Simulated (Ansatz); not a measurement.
Cu2H4, relaxed as a singlet with RKS r2SCAN-D4/def2-TZVP in Ansatz, starting from the GFN2-xTB geometry. Force threshold 0.02 eV/Å.

The structure comes from a short search, and lower isomers may exist.

Start:

```xyz
6

Cu    0.784   -0.875    0.391
Cu   -1.063    1.180    0.410
H    -2.108    2.353    0.309
H     1.779   -2.097    0.390
H     1.555   -1.800   -0.559
H    -0.948    1.240   -0.941
```

```tsv
step	energy (eV)	largest force component (eV/Å)	SCF passes
1	-89342.8453	2.012	46
2	-89343.6524	1.951	30
3	-89344.1242	1.082	31
4	-89344.5752	1.167	30
5	-89345.0910	0.932	29
6	-89345.3459	1.233	29
7	-89345.5257	0.675	29
8	-89345.6384	0.557	29
9	-89345.7039	0.264	22
10	-89345.7374	0.170	22
11 (rejected)	-89345.7339	0.214	22
12	-89345.7435	0.043	22
13	-89345.7436	0.057	22
14	-89345.7440	0.009	24
```

Force components are those of the run's own axes.

End:

```
atom    x (Å)    y (Å)    z (Å)
 Cu1   0.4438  -0.4501  -0.3353
 Cu2  -1.0894   1.2777  -0.0337
  H3  -1.7866   1.8509   1.1670
  H4   1.2217  -1.5486   0.6155
  H5   1.4915  -1.7161  -0.1239
  H6  -0.2809   0.5860  -1.2896
```

Bonds formed: Cu1–H6 (atoms count from 1). The end is the same structure that another start reached, the lowest one found.

No frequencies were taken in this run, so the end may be a saddle point.

Hardware: 4 threads of Intel Xeon Platinum 8259CL on a shared host. Wall time 27 s.
